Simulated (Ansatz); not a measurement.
```yaml
crystal:
  periodic: [false, false, false]
  atoms:
    - {symbol: Ge, position_ang: [0.262196, -0.174785, 1.070956]}
    - {symbol: C, position_ang: [0.633973, 0.234376, 2.917548]}
    - {symbol: H, position_ang: [-0.258070, 0.645409, 3.411270]}
    - {symbol: H, position_ang: [1.457723, 0.959025, 2.987789]}
    - {symbol: H, position_ang: [0.933151, -0.691849, 3.428285]}
    - {symbol: O, position_ang: [1.812903, -0.600703, 0.329280]}
    - {symbol: C, position_ang: [1.872373, -1.271314, -0.936628]}
    - {symbol: C, position_ang: [3.184716, -2.034611, -0.973559]}
    - {symbol: C, position_ang: [1.746427, -0.266584, -2.073545]}
    - {symbol: H, position_ang: [1.033518, -1.993181, -0.998550]}
    - {symbol: H, position_ang: [4.030326, -1.334091, -0.880267]}
    - {symbol: H, position_ang: [3.291368, -2.590057, -1.918610]}
    - {symbol: H, position_ang: [3.236133, -2.748323, -0.137969]}
    - {symbol: H, position_ang: [0.795186, 0.283406, -2.002274]}
    - {symbol: H, position_ang: [2.569317, 0.465574, -2.024587]}
    - {symbol: H, position_ang: [1.785308, -0.771540, -3.052251]}
    - {symbol: O, position_ang: [-0.561155, 1.158678, 0.211689]}
    - {symbol: C, position_ang: [-0.247779, 2.523283, 0.494240]}
    - {symbol: C, position_ang: [-1.370379, 3.365684, -0.086050]}
    - {symbol: C, position_ang: [1.115641, 2.898977, -0.072489]}
    - {symbol: H, position_ang: [-0.227266, 2.676892, 1.595369]}
    - {symbol: H, position_ang: [-1.419098, 3.221115, -1.177254]}
    - {symbol: H, position_ang: [-1.210833, 4.435622, 0.119965]}
    - {symbol: H, position_ang: [-2.337380, 3.063515, 0.342920]}
    - {symbol: H, position_ang: [1.907473, 2.243794, 0.325518]}
    - {symbol: H, position_ang: [1.112936, 2.788769, -1.168750]}
    - {symbol: H, position_ang: [1.371511, 3.942068, 0.173511]}
    - {symbol: O, position_ang: [-0.811968, -1.559768, 0.831980]}
    - {symbol: C, position_ang: [-2.158854, -1.442688, 0.353981]}
    - {symbol: C, position_ang: [-2.919805, -2.642903, 0.890776]}
    - {symbol: C, position_ang: [-2.171615, -1.368763, -1.165980]}
    - {symbol: H, position_ang: [-2.613219, -0.512705, 0.751230]}
    - {symbol: H, position_ang: [-2.463219, -3.573350, 0.516457]}
    - {symbol: H, position_ang: [-3.974310, -2.616051, 0.573792]}
    - {symbol: H, position_ang: [-2.882416, -2.662771, 1.990511]}
    - {symbol: H, position_ang: [-1.628036, -0.474832, -1.506924]}
    - {symbol: H, position_ang: [-1.693126, -2.265744, -1.592938]}
    - {symbol: H, position_ang: [-3.203670, -1.309547, -1.548413]}
basis:
  gaussian: {orbitals: STO-3G, point_charges: [{charge: -1.00, position_ang: [7.196, -0.067, -0.138]}]}
hamiltonian: {xc: {name: wB97X-V}}
scf: {lower_state_search: off}
```

```sh
$ ansatz run in.yaml --threads 2 --pin off --events-out ev --progress --plain --max-ram 22528MiB --backend cuda --devices 0, --max-vram 18GiB
```

It prints (some lines left out):

```
Functional definition: wB97X-V
  name "wB97X-V"
  cite "Mardirossian & Head-Gordon, Phys. Chem. Chem. Phys. 16, 9904 (2014) doi:10.1039/C3CP54374A"
  cite "Becke, J. Chem. Phys. 107, 8554 (1997) doi:10.1063/1.475007"
  cite "Vydrov & Van Voorhis, J. Chem. Phys. 133, 244103 (2010) doi:10.1063/1.3521275"
  parameter omega = 0.3/bohr
  parameter cx = 0.167
  parameter cx1 = 0.603
  parameter cx2 = 1.194
  parameter css0 = 0.556
  parameter css1 = -0.257
  parameter cos0 = 1.219
  parameter cos1 = -1.850
  parameter b = 6.0
  parameter c = 0.01
  exchange = spin_sum(e_x_unif_sr(omega)*poly(b97_u_x, 1 - cx, cx1, cx2)) + cx*exact_x_sr(omega) + exact_x_lr(omega)
  correlation = spin_sum(e_c_pw_same_spin*poly(b97_u_same, css0, css1))
      + integral(e_c_pw_opposite_spin*poly(b97_u_opposite, cos0, cos1)) + vv10(b, c)
these checks for a lower state are left out or cut short: stability, starts, cluster_reference, orbital_swaps, neighbouring_geometries, increment
1483 factors; integrals over basis functions are off by at most 4.5e-5 eV
545 factors; integrals over basis functions are off by at most 1.8e-6 eV
mean field evaluation 1: about -72548.0977 eV, gradient 3.7e1 eV
mean field evaluation 2: about -72551.4251 eV, gradient 2.3e1 eV
mean field evaluation 4: about -72552.9060 eV, gradient 6.3e-1 eV
mean field evaluation 8: about -72552.7117 eV, gradient 5.1e-2 eV
mean field evaluation 16: about -72552.7117 eV, gradient 4.8e-5 eV
mean field -72552.71173344 eV, -2666.2629782095 hartree, gradient 3.8e-6 eV, S^2 0.000000; 0 other end points of the search recorded, 0 dependent functions left out
reference -72552.71173110 eV, -2666.2629781236 hartree; 70, 70 occupied and 37, 37 virtual orbitals, 1483 factors
Total energy: -72552.71173110 eV, -2666.2629781236 hartree
Checks for a lower state left out: stability, starts, cluster_reference, orbital_swaps, neighbouring_geometries, increment
```

Hardware: 2 threads of AMD EPYC 7R13 on a shared host and a share (18 GiB) of an NVIDIA H100 80GB HBM3. Wall time 4.1 s.
